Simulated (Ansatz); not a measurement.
C2H4FNOSi can be A, `OC1(F)C=N[SiH2]1`, or B, `C[SiH](F)N=C=O`.

Program: Ansatz. Geometries: PBE0-D4/def2-TZVP. ΔE: electronic, gas phase. CCSD(T)/CBS is the MP2 limit (def2-TZVPP, def2-QZVPP) plus CCSD(T) − MP2 in def2-TZVPP, frozen cores. Functionals use def2-TZVPP. B3LYP here is the variant with VWN-RPA as its local correlation; programs differ in this. Each species was taken in one conformer, which may not be the lowest.

**Question.** Which is lower in electronic energy at CCSD(T)/CBS, and by how much? (An estimate is asked.)

**Answer.** The calculation gave: B, by 467.5 kJ/mol.

**Question.** Give E(B) − E(A) in kJ/mol with B2PLYP, r2SCAN-D4, PBE0-D4, B3LYP-D4, PBE-D4, B3LYP, HF/def2-TZVPP. (Best estimate.)

**Answer.** The calculation gave: B2PLYP -492.4, r2SCAN-D4 -487.6, PBE0-D4 -462.2, B3LYP-D4 -484.5, PBE-D4 -458.0, B3LYP -488.2, HF/def2-TZVPP -505.2. None reverses the order clearly.

Largest T1 diagnostic: 0.014.

In def2-TZVPP, CCSD(T) changes the Hartree–Fock value by +37.0 kJ/mol (the triples alone add +2.6 kJ/mol) and MP2 by +11.2 kJ/mol. The D4 term adds +3.8 kJ/mol with B3LYP and +1.7 kJ/mol with PBE0; it sums over pairs of atoms, weighted by their polarisabilities, and B3LYP, whose exchange is more repulsive, gets the larger term.
